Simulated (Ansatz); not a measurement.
A run for Ansatz (a first-principles code): U-B3LYP/def2-TZVPP on HISn (SMILES [SnH][I]), a point of a bond scan (R = 1.605 Å). Elements past Kr take the def2 small-core potentials; no spin–orbit coupling.

Ansatz 0.2 input:
```yaml
crystal:
  periodic: [false, false, false]
  atoms:
    - {symbol: Sn, position_ang: [0.45232825, 0.91499533, 0.96539677]}
    - {symbol: H, position_ang: [0.70249205, 2.05068481, -0.14052787]}
    - {symbol: I, position_ang: [-0.44050378, -0.90427621, -0.90578170]}
basis:
  gaussian:
    orbitals: def2-TZVPP
hamiltonian:
  xc: {name: B3LYP}
magnetization: {spin_polarized: true, initial_magnetization: 0}
```

Program output:

```
WARN ansatz: RAYON_NUM_THREADS=1 ignored (pool sized by the plan → 1); use --threads N
Functional definition: B3LYP
integrals: 0.04 GiB planned
902 factors; their error is unknown
mean field: 0.50 GiB planned
mean field evaluation 1: about -13953.3985 eV, gradient 9.6e0 eV
mean field evaluation 2: about -13953.1427 eV, gradient 1.2e1 eV
mean field evaluation 4: about -13954.0364 eV, gradient 1.1e0 eV
mean field evaluation 8: about -13954.3282 eV, gradient 4.2e-1 eV
mean field evaluation 16: about -13954.3285 eV, gradient 1.4e-5 eV
mean field -13954.32845550 eV, -512.8121121562 hartree, gradient 1.4e-5 eV, S^2 0.000000; 1 other end points of the search recorded, 0 dependent functions left out
reference -13954.32866226 eV, -512.8121197545 hartree; 24, 24 occupied and 90, 90 virtual orbitals, 902 factors
Total energy: -13954.32866226 eV, -512.8121197545 hartree
```

Self-consistency was reached.

Cost: about 4 core-seconds (a rough figure).
